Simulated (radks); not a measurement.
All-electron atom: a nucleus of charge 63.6 with 63 electrons in [Xe] 4f7 5d1 6s1. Calculated with a radial shooting solver on a logarithmic mesh with Libxc functionals: Dirac Kohn-Sham, PBE, spin-unpolarised, spherical densities, finite nucleus; open shells fill j = l - 1/2 first; Fermi nuclear charge, rms radius 5.1569 fm. Some entries of the table are withheld. Estimate them.

| orbital | occ. | eigenvalue (Ry) | r(max) (bohr) |
|---|---|---|---|
| 1s1/2 | 2 | -3627.058 | 0.01403 |
| 2s1/2 | 2 | -597.4299 | 0.07979 |
| 2p1/2 | 2 | -567.1342 | 0.06031 |
| 2p3/2 | 4 | -517.4207 | 0.06610 |
| 3s1/2 | 2 | -132.1836 | 0.2263 |
| 3p1/2 | 2 | (1) | 0.2135 |
| 3p3/2 | 4 | (2) | 0.2257 |
| 3d3/2 | 4 | -86.20404 | 0.1795 |
| 3d5/2 | 6 | -83.98894 | 0.1830 |
| 4s1/2 | 2 | -26.61861 | 0.5207 |
| 4p1/2 | 2 | -21.52534 | 0.5253 |
| 4p3/2 | 4 | -19.27044 | 0.5514 |
| 4d3/2 | 4 | (3) | (4) |
| 4d5/2 | 6 | (5) | (6) |
| 5s1/2 | 2 | -3.69931 | 1.213 |
| 5p1/2 | 2 | -2.31846 | 1.324 |
| 5p3/2 | 4 | -2.01816 | 1.402 |
| 4f5/2 | 6 | (7) | 0.5748 |
| 4f7/2 | 1 | (8) | 0.5798 |
| 6s1/2 | 1 | -0.48305 | 3.391 |
| 5d3/2 | 1 | (9) | 2.000 |
| 5d5/2 | 0 | (10) | 2.054 |

Answer. 
(1) 3p1/2 eigenvalue (Ry): -119.0634
(2) 3p3/2 eigenvalue (Ry): -108.8912
(3) 4d3/2 eigenvalue (Ry): -10.88009
(4) 4d3/2 r(max) (bohr): 0.5600
(5) 4d5/2 eigenvalue (Ry): -10.47374
(6) 4d5/2 r(max) (bohr): 0.5684
(7) 4f5/2 eigenvalue (Ry): -0.67383
(8) 4f7/2 eigenvalue (Ry): -0.62277
(9) 5d3/2 eigenvalue (Ry): -0.37565
(10) 5d5/2 eigenvalue (Ry): -0.35758
